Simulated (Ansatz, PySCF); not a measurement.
Species: SiN$_{2}$H$_{5}$, charge 0, doublet. SiN2H5 (SMILES N[SiH]N, doublet).
B3LYP-D3(BJ)/def2-TZVP minimum from Ansatz (a program for electronic structure):
```xyz
8

Si    -0.2565     0.5037     0.0564
N      1.3579     0.1871    -0.4670
N     -0.9946    -1.0319     0.2730
H     -0.0641     1.3384     1.2899
H      2.0780     0.8806    -0.3338
H      1.5296    -0.3701    -1.2901
H     -1.9906    -1.1640     0.2389
H     -0.5048    -1.8233     0.6630
```
Charge 0, spin multiplicity 2.

Atomisation energy term by term, kcal/mol (programs: Ansatz). UHF or UKS for unpaired electrons; spin-orbit terms are left out. Cores are frozen in correlated methods. Rows without X2C or -DK are non-relativistic. CBS(X,Y): correlation extrapolated as X^-3, Hartree-Fock from the larger set. A bracket is a step between two methods taken in the basis named. 'core' is core correlation in cc-pwCVTZ (1s frozen past Ne), 'X2C' scalar relativity in cc-pVTZ-DK, both at CCSD(T). Where a partner has so few electrons that a lower coupled-cluster level is exact, that level stands in.

```json
[
 {"term": "Hartree-Fock", "basis": "cc-pV(Q+d)Z", "kcal/mol": "421.78"},
 {"term": "CCSD correlation", "basis": "CBS(cc-pV(T+d)Z,cc-pV(Q+d)Z)", "kcal/mol": "186.78"},
 {"term": "(T)", "basis": "CBS(cc-pV(T+d)Z,cc-pV(Q+d)Z)", "kcal/mol": "10.25"},
 {"term": "CCSDT(Q) - CCSD(T)", "basis": "cc-pV(D+d)Z", "kcal/mol": "0.72"},
 {"term": "core correlation", "basis": "cc-pwCVTZ", "kcal/mol": "1.29"},
 {"term": "scalar relativity", "basis": "X2C, cc-pVTZ-DK", "kcal/mol": "-1.25"},
 {"term": "minus zero-point energy", "basis": "harmonic, PySCF's Hessian at B3LYP-D3(BJ)/def2-TZVP", "kcal/mol": "-37.09"},
 {"term": "sum: D0", "basis": "", "kcal/mol": "582.5"}
]
```
